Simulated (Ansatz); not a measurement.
AlCl₃H₃P, SMILES `[PH3+][Al-]([Cl])([Cl])[Cl]`, relaxed with RKS PBE-D4/def2-SVP in Ansatz 0.2.0 from a rough embedded geometry. The force threshold is 0.03 eV/Å; the program also tests the step.

The species carries charge 0 and has multiplicity 1.

Start:

```xyz
8

P     0.201    0.179   -1.201
Al   -0.127   -0.150    1.002
Cl    1.761   -0.848    1.854
Cl   -0.716    1.703    2.043
Cl   -1.707   -1.652    1.332
H    -0.752   -0.634   -1.953
H     1.477   -0.124   -1.577
H    -0.136    1.527   -1.500
```

| step | energy (eV) | largest force (eV/Å) | largest move (Å) |
| --- | --- | --- | --- |
| 1 | -53467.5537 | 3.559 | 0.000 |
| 2 | -53468.1870 | 1.465 | 0.198 |
| 3 | -53468.3190 | 0.176 | 0.135 |
| 4 | -53468.3374 | 0.044 | 0.079 |
| 5 | -53468.3384 | 0.005 | 0.015 |
| 6 | -53468.3384 | 0.001 | 0.002 |
| 7 | -53468.3384 | 0.002 | 0.002 |
| 8 | -53468.3384 | 0.005 | 0.009 |
| 9 | -53468.3385 | 0.010 | 0.022 |
| 10 (rejected) | -53468.3318 | 0.327 | 0.194 |
| 11 | -53468.3391 | 0.053 | 0.066 |
| 12 | -53468.3398 | 0.089 | 0.039 |
| 13 (rejected) | -53468.3393 | 0.326 | 0.146 |
| 14 | -53468.3432 | 0.128 | 0.070 |
| 15 | -53468.3484 | 0.116 | 0.074 |
| 16 | -53468.3547 | 0.188 | 0.110 |
| 17 | -53468.3626 | 0.425 | 0.165 |
| 18 | -53468.3929 | 0.018 | 0.192 |

End:

```xyz
8

P     0.133    0.177   -1.098
Al   -0.163   -0.215    1.350
Cl    1.641   -1.271    1.734
Cl   -0.282    1.804    2.002
Cl   -1.965   -1.338    1.284
H    -0.069   -0.926   -1.981
H     1.408    0.623   -1.560
H    -0.702    1.146   -1.731
```

It took 22 s on 4 threads of an Arm Neoverse V1 on a shared host, with 0.17 GiB of host memory at the peak.
